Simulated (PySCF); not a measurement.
1,1-dimethylcyclopropane (C5H10), SMILES CC1(C)CC1. Coordinates come from a PBE0-D3(BJ)/def2-SVP optimisation.

Q: Give the equilibrium geometry at PBE0-D3(BJ)/def2-SVP (PySCF confirms it by a frequency run) as Cartesian coordinates in Å, and its point group. (The exact figures need the calculation; the answer reports its results.)

A: point group C2v.
```xyz
15

C      0.0000     1.2696    -0.9676
C      0.0000     0.0000    -0.1500
C      0.0000    -1.2696    -0.9676
C     -0.7517     0.0000     1.1520
C      0.7517     0.0000     1.1520
H     -0.8902     1.3224    -1.6159
H      0.0000     2.1629    -0.3247
H      0.8902     1.3224    -1.6159
H      0.0000    -2.1629    -0.3247
H     -0.8902    -1.3224    -1.6159
H      0.8902    -1.3224    -1.6159
H     -1.2672    -0.9177     1.4499
H     -1.2672     0.9177     1.4499
H      1.2672    -0.9177     1.4499
H      1.2672     0.9177     1.4499
```
Charge 0, spin multiplicity 1.
